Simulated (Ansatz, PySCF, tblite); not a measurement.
Potential energy curve for LiNa, singlet. Each curve is given relative to its own lowest point near equilibrium.

```tsv
R / Å	A	B	C	D
2.34	0.296	0.383	0.054	0.300
2.49	0.149	0.211	0.000	0.152
2.62	0.067	0.109	0.005	0.070
2.76	0.018	0.041	0.046	0.020
2.82	0.007	0.022	0.072	0.008
2.93	0.000	0.003	0.130	0.000
3.04	0.007	0.000	0.200	0.006
3.09	0.014	0.003	0.234	0.012
3.28	0.059	0.035	0.374	0.054
3.34	0.077	0.050	0.420	0.072
3.57	0.161	0.124	0.550	0.152
3.90	0.301	0.252	0.780	0.286
4.40	0.516	0.440	1.198	0.491
4.89	0.703	0.579	1.573	0.664
5.28	0.826	0.653	1.834	0.777
5.83	0.964	0.713	2.136	0.899
6.32	1.055	0.740	2.340	0.979
7.20	1.159	0.759	2.583	1.070
7.89	1.205	0.763	2.694	1.111
8.81	1.238	0.766	—	1.140
```

Energies in eV.

Task: Assign the columns to these levels of theory: full CI/def2-SVP, frozen core (Ansatz, a program for electronic structure); GFN2-xTB, 300 K electronic temperature in tblite; restricted BLYP/def2-SVP (Ansatz); restricted BP86/6-31G*, spherical d run with PySCF 2.14.0.

Result: A is RKS-BP86/6-31G*; B is FCI; C is GFN2-xTB; D is RKS-BLYP.

A dash means that the run gave no value there, or that the column was ended at a point which the program doubted or which failed a test of continuity chosen for this set; such a test can also cut sound points.

The restricted form behind RKS-BLYP, RKS-BP86/6-31G* keeps the bonding electrons paired and can't separate into open-shell fragments.
